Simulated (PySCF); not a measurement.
# Distorted geometries of TlF

TlF (singlet). PySCF 2.14.0, RKS PBE0, Tl def2-SVP with ECP60, F def2-SVP; non-relativistic Hamiltonian with scalar-relativistic core potentials where named; density fitting; no spin-orbit coupling. Relaxed geometry:

```xyz
2

Tl    0.0000    0.0000   -0.1332
F     0.0000    0.0000    1.9613
```

Task: Order these distorted geometries by energy above the relaxed one, lowest first.
A.
```xyz
2

Tl   -0.1198    0.0089   -0.2690
F     0.1198   -0.0089    2.0971
```
B.
```xyz
2

Tl   -0.0308   -0.0289   -0.0967
F     0.0308    0.0289    1.9248
```
C.
```xyz
2

Tl   -0.0699    0.0927   -0.1313
F     0.0699   -0.0927    1.9594
```

Result: C (-0.01 eV), B (0.05 eV), A (0.44 eV).

Task: Which forces (eV/Å) act in the one that lies 0.44 eV up?

Result: 
```
Tl   0.25 -0.01  2.49
F   -0.25  0.01 -2.49
```
Forces carry noise of the integration grid, about 0.01 to 0.03 eV/Å.
